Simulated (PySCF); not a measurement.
Atom-mapped SMILES (the numbers label the heavy atoms): `[CH3:1][O:2][Si:3]([F:4])([O:5][CH3:6])[SiH2:7][SiH3:8]` (H(Xn): hydrogen on atom n).

PySCF calculation with σ from GIAO-PBE0/pcSseg-1 and GFN2-xTB structure; one computed conformer, gas phase, averaged over atoms made equivalent by symmetry, fast rotation or ring inversion, relativity neglected.

Scale: ¹³C (σref 186.93), ¹H (σref 31.72), ²⁹Si (σref 349.16) vs TMS; ¹⁷O (σref 336.08) vs H2O; ¹⁹F (σref 170.95) vs CFCl3 (reference shieldings calculated alike).

```csv
atoms,nucleus,count,δ (ppm)
O2/O5,¹⁷O,2,?
H(Si8),¹H,3,3.53
Si8,²⁹Si,1,-115.9
Si3,²⁹Si,1,-38.2
Si7,²⁹Si,1,-146.5
H(C1)/H(C6),¹H,6,3.93
C1/C6,¹³C,2,?
H(Si7),¹H,2,?
F4,¹⁹F,1,-132.0
```

Question: Complete the table.

Answer: 
- C1/C6: 52.2 ppm, methyl carbon bonded to O; deshielded by the electronegative neighbour
- H(Si7): 3.07 ppm, hydrogen on a silicon bonded to 2 Si
- O2/O5: 48.6 ppm, oxygen bonded to C, Si

Shifts are as computed. Against solution values, carbons near 30 ppm lie about +3 ppm off and those near 130 ppm about +5 ppm. Of 1211 compounds with measured shifts, 218 miss one by over three times the rms of a fit or turn the order of signals round; such compounds aren't used in these exercises. Unscaled 19F shifts against computed CFCl3 carry errors that often reach 10 to 50 ppm. Experimental scales use liquid or dissolved standards, which lie at an offset from isolated H2O (liquid H2O: subtract about 36 ppm).
